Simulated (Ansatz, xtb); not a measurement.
Species: sum formula SiHCl, charge 0, multiplicity 1. SMILES: [SiH]Cl
Structure (B3LYP-D3(BJ)/def2-TZVP (Ansatz, a program for electronic structure) minimum search):
```xyz
3

Si     0.7933    -0.2087     0.7471
H      1.8312    -0.4893    -0.3363
Cl    -0.7611     0.2007    -0.5955
```

Harmonic wavenumbers from GFN2-xTB (xtb, at its own minimum), cm⁻¹: 438, 715, 2062.

### Question
Give the harmonic wavenumbers at B3LYP-D3(BJ)/def2-TZVP (Ansatz, finite differences of forces, unscaled).

### Answer
504, 810, 2008 cm⁻¹. Zero-point energy 4.7 kcal/mol.

### Question
From these and the geometry, give the ideal-gas thermochemistry at 298.15 K and 1 atm (rigid rotor, harmonic oscillator).

### Answer
Point group Cs, rotational symmetry number 1. Rotational constants 225.8, 7.172, 6.951 GHz. S(trans) 38.41, S(rot) 20.88, S(vib) 0.85, S(elec, spin only) 0.00, S 60.1 cal/(mol K). H(298) - H(0) 2.56 kcal/mol; G - E(el) -10.6 kcal/mol.
